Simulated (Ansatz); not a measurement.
Basis sets compared for Ge2Cl2 (the lowest singlet isomer of a short search). The state is a singlet with charge 0. Geometry PBE-D4/def2-SVP. Ansatz on 4 threads of Arm Neoverse V2 on a shared host; times are rough, and most runs start from earlier orbitals.

```xyz
4

Ge   -0.0158    1.1136    0.8987
Ge   -0.0756   -1.3660    0.4197
Cl   -1.5928    0.1848   -0.7615
Cl    1.6841    0.0676   -0.5569
```

The structure comes from a short search, and lower isomers may exist.

Binding counts from free atoms (Ge triplet, Cl doublet) in the same basis, without a counterpoise term.

| level | functions | energy (Eh) | HOMO (eV) | LUMO (eV) | binding per atom (eV) | wall time |
| --- | --- | --- | --- | --- | --- | --- |
| PBE-D4/def2-SVP | 100 | -5072.6929 | -5.01 | -2.54 | 2.84 | 0.81 s |
| PBE-D4/def2-TZVP | 170 | -5073.5359 | -5.06 | -2.61 | 2.83 | 1.4 s |
| r2SCAN-D4/def2-TZVP (with forces) | 170 | -5074.4396 | -5.33 | -2.51 | 2.72 | 4 s |
| PBE0-D4/def2-SVP | 100 | -5072.8611 | -5.99 | -1.81 | 2.68 | 1.4 s |
| PBE0-D4/def2-TZVP | 170 | -5073.6999 | -6.00 | -1.86 | 2.69 | 3 s |

Q: Estimate the rows for PBE-D4/def2-TZVPD, r2SCAN-D4/def2-TZVPD, PBE0-D4/def2-TZVPD.

A: 
| level | functions | energy (Eh) | HOMO (eV) | LUMO (eV) | binding per atom (eV) | wall time |
| --- | --- | --- | --- | --- | --- | --- |
| PBE-D4/def2-TZVPD | 200 | -5073.5382 | -5.11 | -2.71 | 2.83 | 2.3 s |
| r2SCAN-D4/def2-TZVPD | 200 | -5074.4414 | -5.34 | -2.55 | 2.72 | 5.5 s |
| PBE0-D4/def2-TZVPD | 200 | -5073.7019 | -6.02 | -1.95 | 2.69 | 4 s |
